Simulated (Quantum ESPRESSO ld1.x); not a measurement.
Q: The table gives one normalised radial function P(r) = r R(r) (large component) of Ce14+ in [Kr] 4d8 (r in bohr). Method: Dirac Kohn-Sham, relativistic LDA (MacDonald-Vosko exchange, VWN5 correlation), spin-unpolarised, spherical densities, point nucleus; open shells are shared between the two j in proportion to 2j + 1; computed with ld1.x of Quantum ESPRESSO 7.5.

| r | P |
|---|---|
| 0.003014 | 0.2024 |
| 0.003862 | 0.2396 |
| 0.004989 | 0.2800 |
| 0.006394 | 0.3179 |
| 0.008193 | 0.3494 |
| 0.0105 | 0.3665 |
| 0.01356 | 0.3575 |
| 0.01738 | 0.3094 |
| 0.02227 | 0.2093 |
| 0.02854 | 0.0500 |
| 0.03687 | -0.1675 |
| 0.04724 | -0.3929 |
| 0.06054 | -0.5606 |
| 0.07758 | -0.5734 |
| 0.1002 | -0.3373 |
| 0.1284 | 0.1223 |
| 0.1646 | 0.6344 |
| 0.2109 | 0.8851 |
| 0.2702 | 0.5998 |
| 0.3491 | -0.2252 |
| 0.4473 | -1.0993 |
| 0.5732 | -1.5051 |
| 0.7346 | -1.2727 |
| 0.9489 | -0.7014 |
| 1.216 | -0.2548 |
| 1.558 | -0.0557 |
| 1.997 | -0.0065 |

Which n and l does it have? It may be an empty orbital.

A: n = 4, l = 0: the number of nodes gives n - l - 1 = 3, the rise at small r points to l (this Dirac orbital starts as r^gamma with gamma = sqrt((l + 1)^2 - (Z/c)^2) = 0.91; the j = 1/2 orbital of l + 1 starts with the same power, but with a smaller coefficient, and then steepens), and the extent must fit the shell. The curve is that of 4s1/2. 4s1/2: eigenvalue -533.97 eV, 3 radial nodes at r = 0.0304, 0.121, 0.329 bohr, <r> = 0.623 bohr, 90 % of the charge inside 0.892 bohr.
